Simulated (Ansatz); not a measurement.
Cartesian coordinates (Å):
```xyz
7

N      2.5510     0.6785     0.1257
C      1.6152    -0.0092     0.0190
O      0.6478    -0.8793    -0.1134
C     -0.6698    -0.3918    -0.0625
N     -0.9022     0.8279     0.1029
H     -1.3351    -1.2533    -0.1896
H     -1.9070     1.0272     0.1179
```
Charge 0, spin multiplicity 1.

Method: frozen-core CCSD(T)/cc-pVTZ // PBE-D3(BJ)/def2-TZVP (Ansatz, a quantum-chemistry and plane-wave program).

HF energy: -260.69677 Ha
MP2 correlation energy: -0.92863 Ha

Q: Estimate the CCSD correlation energy, the (T) correction, the total energy and the T1 diagnostic.

A: 
```
Property                        Result
-----------------------  -------------
CCSD correlation energy    -0.93335 Ha
(T) correction             -0.04669 Ha
CCSD(T) total energy     -261.67681 Ha
T1 diagnostic                    0.015
```
